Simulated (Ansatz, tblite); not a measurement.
Cost and result up the ladder for the cluster Sr₂O₃ (5 atoms). Charge 0, multiplicity 1. Geometry: PBE0-D4/def2-SVP.

Cartesian coordinates in Å:
```
Sr 1.333 -0.901 0.371
Sr -1.569 0.513 0.052
O 0.274 0.257 -1.347
O 0.625 1.223 -0.266
O -0.663 -1.092 1.189
```

Ansatz on 4 threads of Arm Neoverse V2 on a shared host; xTB runs through tblite on one thread. Times are rough, summed over both states, and most runs start from the orbitals of an earlier one. PBE-QIDH/def2-TZVP serves as the yardstick here, not as an exact answer. The other state is a quintet at its own geometry, which has other bonds, so the gap mixes isomer and spin.

In the def2 sets Sr takes a core potential; there is no spin–orbit coupling. The xTB rows come from tblite. HSE06 is defined as in plane-wave codes, on full-range PBE exchange. Correlated methods freeze 3 core orbitals; core or outer-core shells of Sr are correlated, in sets that lack core-valence functions. The structure holds one bond between oxygen atoms, so isomers without such links may lie far lower. The structure comes from a short search, and lower isomers may exist.

Run but left out: HF/STO-3G (quintet: ⟨S²⟩ 7.00, where a pure state has 6.00).

Correlated methods converge slowly with the basis.

xTB has no spin-polarisation term.

```
                         level  functions  wall time  quintet − singlet (eV)  difference from PBE-QIDH/def2-TZVP (eV)
                      GFN1-xTB         30    0.006 s                    6.70                                     2.37
                      GFN2-xTB         30    0.014 s                    3.71                                    -0.62
         LDA (SPW92)/def2-TZVP        159        2 s                    3.93                                    -0.39
PBE-D4/def2-TZVP (with forces)        159      4.3 s                    3.33                                    -1.00
                 MP2/def2-TZVP        159      4.6 s                    5.48                                     1.16
             RPA@PBE/def2-TZVP        159      7.8 s                    2.49                                    -1.84
            HSE06-D4/def2-TZVP        159      9.7 s                    3.59                                    -0.74
             PBE0-D4/def2-TZVP        159      9.8 s                    3.64                                    -0.69
           r2SCAN-D4/def2-TZVP        159      9.8 s                    3.28                                    -1.05
              B2PLYP/def2-TZVP        159       12 s                    4.19                                    -0.14
            PBE-QIDH/def2-TZVP        159       12 s                    4.33                                     0.00
```
